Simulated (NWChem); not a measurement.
Program: NWChem. System: C₃H₈N, charge 0, spin multiplicity 2, at a geometry optimised with UPBE0/def2-SVP. The structure started from a generated list of species. Its SCF solution wasn't tested for a lower state. Level: G0W0@UB3LYP/def2-TZVP, RI basis def2-tzvp-rifit, VWN1-RPA local correlation.

The NWChem input:

```
start mol
memory heap 200 mb stack 700 mb global 1700 mb
geometry units angstroms nocenter noautoz noautosym
  C     -1.056795     0.810933     0.457486
  C     -0.035722    -0.007047    -0.341750
  C      1.398537     0.349860     0.022933
  N     -0.250189    -1.419565    -0.192671
  H     -0.885929     1.889815     0.323449
  H     -0.972724     0.584006     1.531945
  H     -2.087887     0.588101     0.140115
  H     -0.195311     0.240669    -1.416575
  H      1.609915     1.414058    -0.162416
  H      1.583688     0.139771     1.088145
  H      2.104401    -0.254932    -0.564370
  H     -1.240947    -1.587011    -0.423613
end
basis spherical
  * library def2-tzvp
end
basis "ri basis" bse spherical
  * library def2-tzvp-rifit
end
dft
  xc b3lyp
  odft
  mult 2
  iterations 100
  direct
  tolerances tight
end
task dft energy
gw
  method cdgw
  states alpha occ 4 vir 2
  states beta occ 4 vir 2
end
task dft gw
```

NWChem printed:

```
             Northwest Computational Chemistry Package (NWChem) 7.3.0
             --------------------------------------------------------

                                NWChem Input Module
                                -------------------

 Scaling coordinates for geometry "geometry" by  1.889725989
 (inverse scale =  0.529177249)

                             Geometry "geometry" -> ""
                             -------------------------

 Output coordinates in angstroms (scale by  1.889725989 to convert to a.u.)

  No.       Tag          Charge          X              Y              Z
 ---- ---------------- ---------- -------------- -------------- --------------
    1 C                    6.0000    -1.05679500     0.81093300     0.45748600
    2 C                    6.0000    -0.03572200    -0.00704700    -0.34175000
    3 C                    6.0000     1.39853700     0.34986000     0.02293300
    4 N                    7.0000    -0.25018900    -1.41956500    -0.19267100
    5 H                    1.0000    -0.88592900     1.88981500     0.32344900
    6 H                    1.0000    -0.97272400     0.58400600     1.53194500
    7 H                    1.0000    -2.08788700     0.58810100     0.14011500
    8 H                    1.0000    -0.19531100     0.24066900    -1.41657500
    9 H                    1.0000     1.60991500     1.41405800    -0.16241600
   10 H                    1.0000     1.58368800     0.13977100     1.08814500
   11 H                    1.0000     2.10440100    -0.25493200    -0.56437000
   12 H                    1.0000    -1.24094700    -1.58701100    -0.42361300

 Effective nuclear repulsion energy (a.u.)     126.7496356058

            Nuclear Dipole moment (a.u.)
            ----------------------------
        X                 Y               Z
 ---------------- ---------------- ----------------
     0.0000056692    -0.0000037795    -0.0000056692


 Summary of "ao basis" -> "" (spherical)
 ------------------------------------------------------------------------------
       Tag                 Description            Shells   Functions and Types
 ---------------- ------------------------------  ------  ---------------------
 *                         def2-tzvp                  on all atoms

 new library libraries.bse/

 Summary of "ri basis" -> "" (spherical)
 ------------------------------------------------------------------------------
       Tag                 Description            Shells   Functions and Types
 ---------------- ------------------------------  ------  ---------------------
 *                      def2-tzvp-rifit               on all atoms

                                 NWChem DFT Module
                                 -----------------

 Summary of "ao basis" -> "ao basis" (spherical)
 ------------------------------------------------------------------------------
       Tag                 Description            Shells   Functions and Types
 ---------------- ------------------------------  ------  ---------------------
 C                         def2-tzvp                11       31   5s3p2d1f
 N                         def2-tzvp                11       31   5s3p2d1f
 H                         def2-tzvp                 4        6   3s1p

 Summary of "ao basis" -> "ao basis" (spherical)
 ------------------------------------------------------------------------------
       Tag                 Description            Shells   Functions and Types
 ---------------- ------------------------------  ------  ---------------------
[...]
    beta     91     92     93     94     95     96     97     98     99    100
 overlap   0.977  0.968  0.974  0.990  0.981  0.983  0.987  0.995  0.997  0.984

   alpha    101    102    103    104    105    106    107    108    109    110
    beta    101    102    103    104    105    106    107    108    109    110
 overlap   0.983  0.977  0.999  0.972  0.994  0.996  0.996  0.989  0.870  0.810

   alpha    111    112    113    114    115    116    117    118    119    120
    beta    111    112    113    114    115    116    117    118    119    120
 overlap   0.934  0.997  0.996  1.000  1.000  0.999  0.998  0.997  1.000  0.999

   alpha    121    122    123    124    125    126    127    128    129    130
    beta    121    122    123    124    125    126    127    128    129    130
 overlap   1.000  0.998  0.997  1.000  0.999  0.979  0.979  0.997  0.998  0.991

   alpha    131    132    133    134    135    136    137    138    139    140
    beta    131    132    133    134    135    136    137    138    139    140
 overlap   0.989  0.967  0.970  0.981  0.997  0.995  0.998  0.997  0.999  0.998

   alpha    141    142    143    144    145    146    147    148    149    150
    beta    141    142    143    144    145    146    147    148    149    150
 overlap   0.995  0.985  0.987  0.998  0.999  0.992  0.988  0.963  0.970  0.994

   alpha    151    152    153    154    155    156    157    158    159    160
    beta    151    152    153    154    155    156    157    159    158    161
 overlap   0.992  0.994  0.991  0.989  0.991  0.999  0.987  0.983  0.970  0.870

   alpha    161    162    163    164    165    166    167    168    169    170
    beta    160    162    163    164    165    166    167    168    169    170
 overlap   0.893  0.935  0.989  0.995  0.992  0.995  0.998  1.000  1.000  1.000

   alpha    171    172
    beta    171    172
 overlap   1.000  1.000

     --------------------------
     Expectation value of S2:
     --------------------------
      <S2> =      0.7538 (Exact =     0.7500)

 center of mass
 --------------
 x =   0.00271319 y =  -0.09747934 z =  -0.01670303

 moments of inertia (a.u.)
 ------------------
         203.846060677097          -3.517783931500          19.980254309938
          -3.517783931500         234.851020855272         -37.075064951679
          19.980254309938         -37.075064951679         362.496033856263

     Multipole analysis of the density
     ---------------------------------

     L   x y z        total         alpha         beta         nuclear
     -   - - -        -----         -----         ----         -------
     0   0 0 0     -0.000000    -17.000000    -16.000000     33.000000

     1   1 0 0     -0.430970      0.054941     -0.485917      0.000006
     1   0 1 0      0.601256      1.451782     -0.850522     -0.000004
     1   0 0 1     -0.187966      0.130277     -0.318237     -0.000006

     2   2 0 0    -19.229608    -74.430892    -73.639053    128.840338
     2   1 1 0      1.372780     -1.061025     -0.048129      2.481934
     2   1 0 1      0.367883      6.119352      5.998968    -11.750437
     2   0 2 0    -22.647084    -64.418116    -57.167004     98.938036
     2   0 1 1      0.294715    -11.352409    -10.454463     22.101588
     2   0 0 2    -19.791601    -25.929423    -23.879549     30.017370

 Task  times  cpu:       51.2s     wall:       51.2s

                                NWChem Input Module
                                -------------------

                                 NWChem GW Module
                                 ----------------

                             ***********************
                             ***        GW       ***
                             ***********************

 Summary of "ri basis" -> "ri basis" (spherical)
 ------------------------------------------------------------------------------
       Tag                 Description            Shells   Functions and Types
 ---------------- ------------------------------  ------  ---------------------
 C                      def2-tzvp-rifit             22       76   8s6p4d3f1g
 N                      def2-tzvp-rifit             22       76   8s6p4d3f1g
 H                      def2-tzvp-rifit              7       15   4s2p1d

                 Memory Information
                 ------------------
          Available GA per process is          1699.5 MBs
          Available stack per process is        700.0 MBs
          Available heap per process is           0.9 MBs

          Peak memory in Initialization
              Peak GA per process is                 22.4 MBs
              Peak stack per process is               0.4 MBs
              Peak heap per process is               22.6 MBs
              Memory not in MA per process            0.0 MBs

          Peak memory in CDGW Calculation
              Peak GA per process is                 25.0 MBs
              Peak stack per process is               2.8 MBs
              Peak heap per process is                4.7 MBs
              Memory not in MA per process            0.0 MBs

          Computing 2-center integrals
          Computing Inverse Cholesky factor
          Computing 3-center integrals
          Computing Vxc

          Computing Sigma_x
          Computing W(iw) on the imaginary grid
          Solving quasiparticle equations

                  Alpha Orbitals
          State     Energy (eV)     Error (eV)
          -----------------------------------
@GW        14        -12.602           0.004
@GW        15        -12.296           0.004
@GW        16        -10.323           0.002
@GW        17         -9.661           0.002
@GW        18          2.650           0.004
@GW        19          3.862           0.004

                   Beta Orbitals
          State     Energy (eV)     Error (eV)
          -----------------------------------
@GW        13        -12.872           0.002
@GW        14        -12.276           0.002
@GW        15        -12.189           0.004
@GW        16         -9.818           0.002
@GW        17         -0.284           0.002
@GW        18          2.727           0.002

     GW Timing Statistics
   ------------------------
   Init.   :          0.1s
     ERIs  :          1.8s
     Distr.:          0.0s
     Vxc   :          5.5s
   Vmo     :          0.0s
   iW      :          5.7s
   I_n     :          0.0s
   R_n     :          2.1s
   GW total:         15.3s

 Task  times  cpu:       15.3s     wall:       15.3s

 Total times  cpu:       66.5s     wall:       66.5s
```
